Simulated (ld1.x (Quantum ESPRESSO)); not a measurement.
# Plane-wave convergence, RRKJ potential for Si

- Element: silicon
- Generator: ld1.x (Quantum ESPRESSO) 7.5
- Type: norm-conserving RRKJ (Kleinman–Bylander form)
- Functional: PBE
- Relativity: scalar-relativistic
- Frozen core: [Ne]
- Valence charge: 4
- Reference configuration: 3s2 3p1 (charge +1)
- Partial waves: 3s (bound): rc 1.70 bohr; 3p (bound): rc 2.20 bohr
- Local potential: all-electron potential smoothed inside 1.48 bohr (lloc = -2)
- Core correction: Bessel-smoothed model core, default radius (core density twice the valence density)
- rho0: 0.01

The pseudo-atom Hamiltonian at the reference potential is diagonalised in spherical Bessel functions j_l(qr) that vanish at 20 bohr, with q² up to the cutoff. All-electron valence levels (Ry): 3s -1.3990, 3p -0.8567.

Problem. How do the lowest levels (Ry) of each channel move with the cutoff, and are there ghosts?

Solution.

```csv
cutoff (Ry),s #1,s #2,p #1,d #1,f #1,Σ f·Δε (mRy)
8,-1.3546,-0.3209,-0.8503,-0.2442,-0.0537,95.3
12,-1.3865,-0.3269,-0.8512,-0.2462,-0.0537,30.6
18,-1.3940,-0.3283,-0.8548,-0.2466,-0.0537,11.9
25,-1.3942,-0.3283,-0.8565,-0.2467,-0.0537,9.8
30,-1.3951,-0.3285,-0.8567,-0.2467,-0.0537,7.8
40,-1.3977,-0.3291,-0.8567,-0.2467,-0.0537,2.7
50,-1.3988,-0.3293,-0.8567,-0.2467,-0.0537,0.5
60,-1.3990,-0.3293,-0.8567,-0.2467,-0.0537,0.1
400,-1.3990,-0.3293,-0.8567,-0.2467,-0.0537,0.0
```

Result: no extra level below or beside the all-electron valence levels (s, p, d, f tested); 10 mRy is reached at 25 Ry and 1 mRy at 50 Ry.
